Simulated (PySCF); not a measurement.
# What a mistake does to a calculation on BC2H8 anion

All numbers below are calculated, not measured. They come from PySCF 2.14.0, an open-source quantum chemistry program, on an isolated molecule that a program drew, which may never have been made. The molecule is BC2H8 anion (charge -1, singlet), drawn as the SMILES string `[BH3-]CC`.

Each row is a Hartree-Fock (HF) and frozen-core CCSD(T) single point in the aug-cc-pVDZ basis, meant for a local HF minimum. Run 1 is clean. Each other run has one planted mistake out of seven kinds, and not every kind appears here: one electron removed, one electron added, multiplicity raised by two, geometry at a saddle point, minimal basis STO-3G, one bond length entered in bohr, all coordinates scaled. The reference is restricted for singlets and unrestricted otherwise, and also for a bond in bohr. Adding or removing an electron swaps singlet and doublet. Electrons count all cores. HOMO and LUMO are orbital energies over both spins, the gradient is its largest component, and the lowest frequency (negative if imaginary) is given only where the gradient is small. Bond lengths are over the 10 bonds as drawn. T1 is the CCSD diagnostic: over 0.02 (restricted) or 0.045 (unrestricted) a single reference is doubtful.

Geometry of the clean run:
```xyz
11
BC2H8 anion, angstrom
B     1.0648   -2.0749    0.2736
C     1.1751   -0.7683   -0.7343
C    -0.1713   -0.1075   -1.0618
H     0.3461   -2.9651   -0.2449
H     0.5514   -1.7373    1.3692
H     2.2002   -2.5575    0.4963
H     1.8345   -0.0030   -0.2953
H     1.6541   -1.0583   -1.6827
H    -0.8474   -0.8241   -1.5395
H    -0.6662    0.2353   -0.1474
H    -0.0816    0.7593   -1.7332
```

```
run  electrons  basis functions  <S^2>  HOMO (eV)  LUMO (eV)  gradient (hartree/bohr)  lowest frequency (cm^-1)  mean bond (Å)  longest bond (Å)      T1  HF (hartree)  CCSD(T) (hartree)                 mistake
  1         26              141  0.000      -5.08       3.76                  1.5e-05                       205         1.2448             1.654  0.0100    -105.06147         -105.57190                no fault
  2         26              141  0.000      -4.99       3.78                  4.4e-02                         -         1.1726             1.558  0.0098    -105.03045         -105.53363  all coordinates scaled
  3         26               23  0.000      -2.31      23.11                  3.6e-02                         -         1.2448             1.654  0.0039    -103.71600         -103.92009    minimal basis STO-3G
  4         26              141  2.009       0.68       1.74                  1.2e-01                         -         1.2448             1.654  0.0264    -104.91255         -105.39570                       ?
  5         25              141  0.760     -11.28      -1.49                  1.1e-01                         -         1.2448             1.654  0.0163    -104.93967         -105.41457                       ?
```

**Which mistake was planted in run 4, and what did it cost?**

Electrons, basis and geometry are unchanged, and <S^2> is 2.009, beside S(S+1) = 2.00 for a multiplicity of 3. So the mistake is: multiplicity raised by two. Subtracting run 1 and multiplying by 627.51 kcal/mol a hartree, the energy moved by 93.4 kcal/mol in HF and 110.6 kcal/mol in CCSD(T).

**Which mistake was planted in run 5, and what did it cost?**

It counts 25 electrons, one fewer than the clean run, at the same geometry and basis. So the mistake is: one electron removed. Subtracting run 1 and multiplying by 627.51 kcal/mol a hartree, the energy moved by 76.4 kcal/mol in HF and 98.7 kcal/mol in CCSD(T).

Cautions from the logs. Run 4: the HOMO is above zero, so the electron isn't bound and the energy depends on the basis.
